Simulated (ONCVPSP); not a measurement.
Pseudopotential generation for La (Z = 57): ONCV, LDA (Perdew-Zunger), scalar-relativistic.

```json
{"Element": "La (Z = 57)", "Generator": "ONCVPSP 4.0.1", "Type": "optimised norm-conserving Vanderbilt (ONCV)", "Functional": "LDA (Perdew-Zunger)", "Relativity": "scalar-relativistic", "Frozen core": "[Kr] 4d10", "Valence charge": "11", "Reference configuration": "5s2 5p6 5d2 6s1", "Partial waves": "5s+6s: rc 2.60 bohr, ncon 3, nbas 6, qcut 5.8 1/bohr, 2 projectors; 5p: rc 1.80 bohr, ncon 4, nbas 8, qcut 4.6 1/bohr, 2 projectors, debl 3.6 Ha; 5d: rc 3.65 bohr, ncon 4, nbas 9, qcut 4.6 1/bohr, 2 projectors, debl 2.5 Ha; f scattering state at 0.06 Ha: rc 2.90 bohr, ncon 3, nbas 8, qcut 3.5 1/bohr, 2 projectors, debl 2.2 Ha", "Local potential": "polynomial inside 1.40 bohr (lpopt 4, dvloc0 0 Ha)", "Core correction": "Teter function, fcfact 2.5, rcfact 1.55"}
```

In the f channel the program set the typed energies aside and used -0.111, 2.089 Ha.

All-electron outer shells of the reference configuration (LDA (Perdew-Zunger), scalar-relativistic, ld1.x):

| shell | level (eV) | outermost node (bohr) | outermost maximum (bohr) |
| --- | --- | --- | --- |
| 5s | -37.52 | 0.77 | 1.41 |
| 5p | -21.03 | 0.83 | 1.58 |
| 6s | -3.31 | 1.87 | 3.88 |
| 5d | -2.28 | 0.95 | 2.30 |

What the tests gave:

```
Cutoffs needed             : 19 Ha and 58 Ha (the cutoffs (Ha) at which the residual kinetic energy of the hardest occupied pseudo-wave falls to 1 and 0.1 mHa per electron) The cutoffs count occupied waves only; projector 2 of the f channel, the hardest unoccupied one, needs 79 Ha at the loose tolerance.
Ghost test                 : no bound ghost flagged; GHOST(+) flagged for s at 56.2 eV
Largest excitation error   : +1597 meV (all-electron minus pseudo) for 4f1 5s2 5p6 5d1 6s0, out of 4 test configurations
rms error of d²Exc/dni dnj : 3.69 mHa without and 0.26 mHa with the model core
```

Generation and tests took about 5.2 s on one core of a shared server CPU.
